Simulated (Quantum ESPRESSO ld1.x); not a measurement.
Problem. These are the eigenvalues of the occupied orbitals of an atom or ion with whole-number occupations (eV). All-electron calculation, scalar-relativistic Kohn-Sham, LDA (Slater exchange, Perdew-Wang correlation), spin-polarised, spherical densities, point nucleus. Program: ld1.x of Quantum ESPRESSO 7.5.

orbital  eigenvalue
1s up      -6473.44
1s down    -6473.43
2s up      -802.951
2s down    -801.146
2p up      -690.226
2p down    -688.828
3s up      -143.579
3s down    -139.836
3p up      -112.068
3p down    -108.414
3d up      -62.4574

Which element is it, and in what charge state? The configuration may be excited. Open shells, if any, are filled with parallel spins first.

Solution. Z = 25, manganese, charge +4: Mn4+ in [Ar] 3d3. The list shows which subshells hold electrons but not how many an open one holds; the 1s level, -237.89 hartree, gives Z - s = 21.8 by -(Z - s)^2/2, which with screening and relativity narrows Z to a few neighbours, and the depths of the outer levels then fix element, charge and occupations together.
